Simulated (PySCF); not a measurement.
SiHClBr2, SMILES Cl[SiH](Br)Br. Geometry optimised at PBE-D3(BJ)/def2-SVP.

All values below come from PBE-D3(BJ)/def2-SVP run with PySCF.

Harmonic wavenumbers (cm⁻¹): 110, 132, 190, 377, 472, 564, 742, 761, 2223. Rotational constants (GHz): 1.779, 0.9249, 0.6338; symmetry number 1.

**Question.** Work out the zero-point energy and the ideal-gas rigid-rotor harmonic-oscillator thermochemistry at 298.15 K and 1 atm.

**Answer.** ZPE = ½ Σ hcν = ½ × 5569 cm⁻¹ = 33.31 kJ/mol. H − E(el) = 50.88 kJ/mol. Entropy in J/(mol K): translation 176.26, rotation 125.99, vibration 46.97, total 349.21. G − E(el) = -53.23 kJ/mol. Cp = 79.84 J/(mol K). Modes under 150 cm⁻¹ make the vibrational entropy uncertain.
